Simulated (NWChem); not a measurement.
# C$_{3}$H$_{4}$F$_{2}$O; SMILES COC=C(F)F

```xyz
10

C      0.1482    -2.5524     0.0682
O     -0.3805    -1.3160    -0.3817
C      0.4849    -0.2695    -0.2746
C      0.0634     0.9562     0.0901
F     -1.1797     1.2645     0.4299
F      0.8573     2.0230     0.0987
H     -0.6120    -3.3276    -0.1440
H      0.3608    -2.5400     1.1616
H      1.0894    -2.8162    -0.4696
H      1.5477    -0.4154    -0.5382
```
Atoms are numbered in this order, from 1.

Level: PBE-D3(BJ)/def2-SVP (NWChem), optimised geometry, unscaled harmonic frequencies. 

| frequency (cm⁻¹) | IR intensity (km/mol) |
|---|---|
| 63 | 4.0 |
| 168 | 0.2 |
| 171 | 1.1 |
| 283 | 5.7 |
| 395 | 3.5 |
| 482 | 3.6 |
| 534 | 0.9 |
| 601 | 2.4 |
| 767 | 29.6 |
| 928 | 54.1 |
| 1020 | 21.2 |
| 1132 | 6.9 |
| 1145 | 39.5 |
| 1224 | 37.1 |
| 1259 | 409.4 |
| 1343 | 144.1 |
| 1407 | 11.7 |
| 1419 | 7.7 |
| 1430 | 13.2 |
| 1784 | 63.4 |
| 2918 | 71.3 |
| 2989 | 47.2 |
| 3083 | 15.6 |
| 3086 | 15.3 |

* **zero-point energy**: 42.3 kcal/mol
* **thermal correction to the enthalpy at 298.15 K (with zero-point energy)**: 47.0 kcal/mol
* **heat capacity Cv**: 21.2 cal/(mol K)
* **entropy at 298.15 K and 1 atm (symmetry number 1)**: 80.5 cal/(mol K)
* **dipole moment**: 2.24 D

Rigid rotor and harmonic oscillator; modes under 100 cm⁻¹ make the entropy uncertain.
